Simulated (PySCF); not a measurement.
## Ir(2+): excitation energy

Ir(2+) [Xe] 4f14 5d7 (4F) → Ir(2+) [Xe] 4f14 5d6 6p1 (high-spin determinant), as a difference of total energies. Computed with PySCF 2.14 in aug-cc-pVTZ-PP with ECP60MDF (6s6p5d3f2g, 88 functions), with scalar relativity through the core potential. Correlated levels: valence: 5s2 5p6 frozen. The calculations carry no spin-orbit coupling.

```json
{"method": "UHF", "excitation energy (eV)": "8.677"}
{"method": "MP2 (valence)", "excitation energy (eV)": "9.426"}
{"method": "SCS-MP2 (valence)", "excitation energy (eV)": "9.880"}
{"method": "CCSD (valence)", "excitation energy (eV)": "9.341"}
{"method": "CCSD(T) (valence)", "excitation energy (eV)": "9.349"}
```

Question: How much does correlation contribute at CCSD(T) (valence)?

Answer: 9.349 − (8.677) = 0.672 eV, measured against UHF.

The determinant of the upper state mixes LS terms, which raises its energy above the lowest term, most at the Hartree-Fock and MP2 levels.
